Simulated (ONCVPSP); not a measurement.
## potassium, ONCV: configuration errors across variants

ONCVPSP 4.0.1 input, shortened (lines: element, Z, core and valence counts, functional; n l f; lmax; l rc ep ncon nbas qcut; lloc lpopt rc5 dvloc0; l nproj debl; icmod fcfact rcfact), PBEsol, scalar-relativistic:

```
  K 19.00    3    2  -116133      upf
    1    0    2.00
    2    0    2.00
    2    1    6.00
    3    0    2.00
    3    1    6.00
    2
    0    1.30    0.00    5    9    4.50
    1    2.20    0.00    4    7    7.60
    2    2.30    0.37    5    9    4.90
    4    5    1.30    6.00
    0    1    1.00
    1    3    2.90
    2    2    3.20
    0    0.00    0.00
```

In the d channel the program set the typed energies aside and used 0.050, 3.250 Ha.

All-electron excitation energies from the reference (eV): (1) 3s2 3p6 4s1 -4.217; (2) 3s2 3p6 4s0.5 -2.596; (3) 3s2 3p6 4p1 -2.700; (4) 3s2 3p6 3d1 -1.808.

1 further variants failed, have other tests or another functional or relativity, and are left out.

Errors AE − PS in meV (a dash: test not solved or not reliable):

| change | (1) | (2) | (3) | (4) | bound ghosts | GHOST(+) flags above zero |
| --- | --- | --- | --- | --- | --- | --- |
| base | +45 | +32 | +0.1 | -2.0 | none | none |
| d: rc 3.32 | +45 | +32 | +0.1 | +0.5 | none | none |
| local potential polynomial inside 1.30 bohr (lpopt 5, dvloc0 0.5 Ha) | +20 | +14 | +0.1 | -0.9 | none | none |
| core correction polynomial model core, fcfact 0.45 | +45 | +32 | +0.1 | -2.0 | none | none |
| d: nbas 10 | +45 | +32 | +0.1 | -2.5 | none | none |
| s: qcut 4.1; p: qcut 6.9; d: qcut 4.4 | +47 | +33 | +0.1 | -1.8 | none | none |
| d: nproj 1 | +45 | +32 | +0.1 | -5.5 | none | none |
| all radii scaled by about 0.81 (s 1.06, p 1.78, d 1.86 bohr); local potential polynomial inside 1.06 bohr (lpopt 5, dvloc0 6 Ha) | +13 | +9.3 | +0.1 | -0.2 | none | none |

Problem. Give the same row for: local potential polynomial inside 1.20 bohr (lpopt 5, dvloc0 4 Ha).

Solution. +9.8, +6.9, +0.1, -1.5; bound ghosts: none; GHOST(+) flags above zero: none.
